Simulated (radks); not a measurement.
Task: Ga6+, 25 electrons, occupied as [Ar] 3d7. Calculated with a radial shooting solver on a logarithmic mesh with Libxc functionals: Dirac Kohn-Sham, PBEsol, spin-unpolarised, spherical densities, point nucleus; open shells fill j = l - 1/2 first. Some entries of the table are withheld. Estimate them.

orbital  occ.  eigenvalue (hartree)  <r> (bohr)
1s1/2       2                   (1)     0.04863
2s1/2       2             -50.78695      0.2177
2p1/2       2             -45.47763      0.1884
2p3/2       4             -44.46305      0.1919
3s1/2       2                   (2)      0.6348
3p1/2       2                   (3)      0.6447
3p3/2       4                   (4)      0.6537
3d3/2       4              -4.75982      0.6756
3d5/2       3              -4.73813      0.6787

Result: 
(1) 1s1/2 eigenvalue (hartree): -379.9095
(2) 3s1/2 eigenvalue (hartree): -9.58490
(3) 3p1/2 eigenvalue (hartree): -7.84844
(4) 3p3/2 eigenvalue (hartree): -7.70390
